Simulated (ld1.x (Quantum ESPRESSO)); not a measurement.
silicon: excitation energies, all-electron against TM

ld1.x (Quantum ESPRESSO) 7.5 input, shortened:

```
&input
   title='Si', zed=14., rel=0, dft='PZ', iswitch=3,
   config='[Ne] 3s2 3p0'
 /
 &inputp
   pseudotype=2, tm=.true., lloc=0,
   nlcc=.false.
 /
2
3P  2  1   0.00   0.00  1.50  1.50  0.0
3S  1  0   2.00   0.00  1.60  1.60  0.0
 &test
   configts(1)='3s2 3p0'
 /
```

Energies are relative to the spin-unpolarised reference configuration 3s2 3p0; without spin polarisation the order of configurations can differ from experiment. Spin-polarised rows fill each open shell by Hund’s rule, majority spin first.

(1) Give the all-electron excitation energy and the error of the potential for: 3s2 3p2; 3s2 3p1; 3s1 3p0; 3s0 3p4; 3s1 3p3; 3s2 3p2.3; 3s1 3p2; 3s2 3p2 (spin-polarised); 3s2 3p1 (spin-polarised).

Levels in the configuration 3s1 3p2:

| level | all-electron (eV) | pseudo (eV) |
| --- | --- | --- |
| 3s | -19.783 | -19.803 |
| 3p | -12.378 | -12.395 |

## Answers

(1)

| valence configuration | charge | ΔE all-electron (eV) | error AE − PS (meV) |
| --- | --- | --- | --- |
| 3s2 3p2 | 0 | -23.966 | +44 |
| 3s2 3p1 | +1 | -16.126 | +19 |
| 3s1 3p0 | +3 | 34.074 | +99 |
| 3s0 3p4 | 0 | -10.305 | +24 |
| 3s1 3p3 | 0 | -17.217 | +28 |
| 3s2 3p2.3 | -0.3 | -24.926 | +48 |
| 3s1 3p2 | +1 | -8.777 | +9.9 |
| 3s2 3p2 (spin-polarised) | 0 | -24.578 | +87 |
| 3s2 3p1 (spin-polarised) | +1 | -16.331 | +37 |
